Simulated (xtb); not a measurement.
C2H4F2Si2, SMILES C([SiH3])#C[SiH](F)F. All values are semi-empirical tight-binding results from xtb (GFN2-xTB unless named), good for trends rather than for accurate numbers. The structure is a stationary point at GFN2-xTB. This is a generated structure with no PubChem entry under its InChIKey; it may be hypothetical.

Optimised geometry:

```xyz
10

Si     3.1834     0.0759     0.5836
C      1.3408     0.0092     0.3874
C      0.1400    -0.0307     0.2391
Si    -1.6855    -0.0938     0.0326
F     -2.1891     1.2518    -0.6682
F     -2.0597    -1.2045    -1.0544
H      3.7658     0.3292    -0.7347
H      3.6135    -1.2177     1.1188
H      3.4844     1.1621     1.5188
H     -2.4791    -0.3209     1.2154
```
Charge 0, spin multiplicity 1.

| Item | Result |
|---|---|
| point group as xtb finds it | Cs |
| orbital gap | 4.73 eV |
| dipole moment | 3.05 D |
| zero-point energy | 29.5 kcal/mol |
| G − E(el) at 298.15 K (modified RRHO) | 7.4 kcal/mol |
| static polarisability (D4 model) | 84.2 bohr³ |
| solvation energy, GFN2-xTB/ALPB(water) | 1.0 kcal/mol |
| solvation energy, GFN2-xTB/ALPB(toluene) | -2.0 kcal/mol |

Computed atomic charges and the Wiberg bond orders between heavy atoms:
charges (e) Si1 0.46, C2 -0.11, C3 -0.11, Si4 0.62, F5 -0.26, F6 -0.26, H7 -0.09, H8 -0.10, H9 -0.10, H10 -0.05. Bond orders Si1–C2 0.92, C2–C3 2.85, C3–Si4 0.94, Si4–F5 1.09, Si4–F6 1.09.
